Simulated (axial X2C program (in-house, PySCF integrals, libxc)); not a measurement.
Density and ELF of SnTe⁺

All values were computed with an in-house all-electron X2C program for linear molecules (integrals from PySCF). Two-component (2c) means X2C with spin–orbit coupling and atomic mean-field two-electron Coulomb and Gaunt terms. Basis: Te dyall-cv3z [11s12p8d4f1g], Sn dyall-cv3z [11s12p9d4f1g] (cores contracted in-house); Gaussian nuclei, density fitting, unrestricted open shells. Masses: Te 129.906 u, Sn 119.902 u.

PBE0, 2c, state Ω = 3/2 (⟨Sz⟩ = 0.50, ⟨Lz⟩ = 1.00 at PBE0); Te at z = 0, Sn at z = 2.690 Å.

The maps cover the half plane through the axis: z from -2.4 to 4.8 Å along the bond, ρ from 0.15 to 2.25 Å away from it (steps of 0.3 Å, the bottom row nearest the axis).

log10 of the density in e/bohr³:

digits 0 to 9 span -4.53 to 1.83 evenly
```
0001122222222222222211100
0112223333333222222222110
0122333344333333333332221
1123344444444434444433321
1223445555544444555443322
1233455665554455666544332
2234456777655556777654432
2234556898655557898654432
```

Electron localisation function (collinear form, no current term, damped to 0 at low density):

digits 0 to 9 span 0.00 to 1.00 evenly
```
0000012222221000000100000
0001234454433110112333100
0012456666654321234566520
0024677777665422234578762
0146777545666432222468885
0357763222366522343247887
1367742676246423777336898
1467734575426426374536898
```

Axial spin density in 10⁻³ e/bohr³:

digits 0 to 9 span -2.89 to 2.89 evenly, values beyond are clipped
```
5555555555555555555554455
5555556677766555555544445
5555568999987655555544444
5555689999998765555444444
5555799999999765555444444
5555799999999755555444444
4444579393997544555444444
4444334499443235372533444
```

The state is one determinant whose occupation by symmetry is held fixed; it was picked as the lowest of a PBE0 search that is not exhaustive. Density functionals use the spin component along the axis (collinear). The functionals have no current-density term, which raises determinants with orbital currents, atoms included. The determinant is spin-polarised beyond a pure state at some levels (its spin-free form has ⟨S²⟩ too high), which makes Re and μ there less reliable.
